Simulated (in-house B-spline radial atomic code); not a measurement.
# Hg⁸⁺: [Ar] 3d10 4s2 (4p1/2)1 (4p3/2)4 4d10 4f14 5s2 5p6 5d5 (with a hole in an inner shell)

All numbers are computed (Dirac-Hartree-Fock, average of the jj configuration; Fermi nucleus of rms radius 5.4648 fm) with a B-spline radial code for spherical atoms, not measured.

Screening seen three ways: the hydrogenic charge with the same mean radius, Z_r = [3n² - l(l+1)]/(2<r>), the one with the same energy, Z_e = n√(-2ε), and Slater's rules. Values are occupation-weighted means over j. An effective charge above Z reflects the relativistic contraction of the inner shells.

| shell | electrons | ε (eV) | <r> (bohr) | Z_r | Z_e | Slater |
| --- | --- | --- | --- | --- | --- | --- |
| 1s | 2 | -83819 | 0.01659 | 90.42 | 78.49 | 79.70 |
| 2s | 2 | -15132 | 0.06921 | 86.70 | 66.70 | 75.85 |
| 2p | 6 | -13195 | 0.06274 | 79.69 | 62.28 | 75.85 |
| 3s | 2 | -3775.2 | 0.1797 | 75.12 | 49.97 | 68.75 |
| 3p | 6 | -3197.9 | 0.1808 | 69.12 | 45.99 | 68.75 |
| 3d | 10 | -2531.7 | 0.165 | 63.63 | 40.92 | 58.85 |
| 4s | 2 | -976.14 | 0.3978 | 60.32 | 33.88 | 52.60 |
| 4p | 5 | -770.81 | 0.4258 | 54.02 | 30.11 | 52.60 |
| 4d | 10 | -533.99 | 0.445 | 47.19 | 25.06 | 41.85 |
| 5s | 2 | -269.2 | 0.8806 | 42.59 | 22.24 | 23.20 |
| 4f | 14 | -263.8 | 0.4677 | 38.48 | 17.61 | 30.45 |
| 5p | 6 | -209.03 | 0.9782 | 37.31 | 19.60 | 23.20 |
| 5d | 5 | -136.27 | 1.179 | 29.26 | 15.82 | 11.60 |

The least bound orbital is 5d5/2 at -135.2 eV, and it is also the most diffuse (<r> = 1.189 bohr). The part-filled 4p shell lies below the filled 5p shell in orbital energy.

For the 1s electron the small component carries 9.26 % of the norm, the zero-frequency Breit interaction raises the level by 315.1 eV, self-energy by 203 eV, and vacuum polarisation lowers it by 42.03 eV.
